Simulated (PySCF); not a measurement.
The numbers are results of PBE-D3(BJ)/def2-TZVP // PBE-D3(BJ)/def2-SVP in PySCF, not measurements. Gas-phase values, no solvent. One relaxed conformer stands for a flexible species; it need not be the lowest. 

Reference species (SMILES): `[SiH3]c1cc2cccnc2cc1S` (C–C–S–H torsion 179°) (neutral, multiplicity 1).

```yaml
HOMO–LUMO gap: 2.86 eV
S1 oscillator strength: 0.045
```

Changed species: `[SiH3]c1cc(S)cc2ncccc12` (C–C–S–H torsion 180°).

Question: What does the change do to the HOMO–LUMO gap and S1 oscillator strength?

Answer: the HOMO–LUMO gap decreases by 0.03 eV, to 2.83 eV; the S1 oscillator strength increases by 0.030, to 0.075.
